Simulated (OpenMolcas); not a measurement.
# In II: effect of correlating more closed shells

```yaml
Program: OpenMolcas
Basis: ANO-RCC-VDZP [6s5p3d1f]
Scalar_Hamiltonian: DKH2, point nucleus
Active_space: 2 electrons in 4 orbitals (5s 5p)
State_averaging: 2S+1 = 3 even, 3 roots; 2S+1 = 1 even, 7 roots; 2S+1 = 3 odd, 3 roots; 2S+1 = 1 odd, 3 roots
Spin-orbit_coupling: RASSI with atomic mean-field integrals over the reference wave functions, term energies averaged over their components
```

Methods on the same reference wave functions:
A. CASSCF
B. MS-CASPT2, IPEA 0.25 Eh, imaginary shift 0.1 Eh (closed shells correlated: none)
C. MS-CASPT2, IPEA 0.25 Eh, imaginary shift 0.1 Eh (closed shells correlated: 4d)

Energies in cm-1 above 5s2 1S0, the measured ground level; measured values from NIST Handbook of Basic Atomic Spectroscopic Data.

| Level | A | B | C | Measured |
| --- | --- | --- | --- | --- |
| 5s2 1S0 | 0.0 | 0.0 | 0.0 | 0.0 |
| 5s 5p 3P* 0 | 37356 | 38131 | 42223 | 42276 |
| 5s 5p 3P* 1 | 38367 | 39139 | 43222 | 43351 |
| 5s 5p 3P* 2 | 40523 | 41298 | 45389 | 45830 |
| 5s 5p 1P* 1 | 65783 | 65091 | 65011 | 63038 |
| 5p2 3P0 | 96962 | 97769 | 102341 | 101608 |
| 5p2 3P1 | 98257 | 99092 | 103691 | 103249 |
| 5p2 3P2 | 99980 | 100738 | 105350 | 105565 |
| 5p2 1D2 | 106973 | 106415 | 111207 | 97628 |
| 5p2 1S0 | 123008 | 121696 | 124896 | 121289 |

Deviations, from unrounded energies. A percentage is the sum of absolute deviations over the sum of measured energies, with the sign that they share, or ± where signs differ.

```csv
Against measurement,Levels,A,B,C
mean absolute deviation (cm-1),9,4900,4100,2400
other configurations (%),9,±6.1,±5.1,±2.9
```

C lies closest to measurement on these levels and A furthest from it. The largest miss of C in the table is 5p2 1D2, by +14000 cm-1. The ranking rests on the paired levels alone, and a cruder setting can come out closer through cancelling errors.

Between B and C the level of the table that moves most is 5p2 1D2, by 4800 cm-1 (lowest in B, highest in C).

The lowest spin-free term lies below A's lowest term by 0.005 hartree in B, 0.347 hartree in C.

What an inner shell adds also hangs on whether the basis holds functions to correlate it.

The ¹D term of p² mixes with s d, which this space lacks. Without dynamic correlation excited terms often stand tens of per cent too high (terms of higher spin than the ground term too low), and those without a measured partner can miss by more than the paired ones (holds for A). Some levels mix across a computed gap that differs much from the measured one, so their mixing is not that of the real levels (holds for B; C). Measured partners are found by configuration, term and J. A level has none where our copy of the source lacks it or the pairing is in doubt (some pairs that miss far off the trend of their configuration count as doubtful), and it then counts in no deviation. Levels of configurations outside the active space are missing.

* marks odd parity.
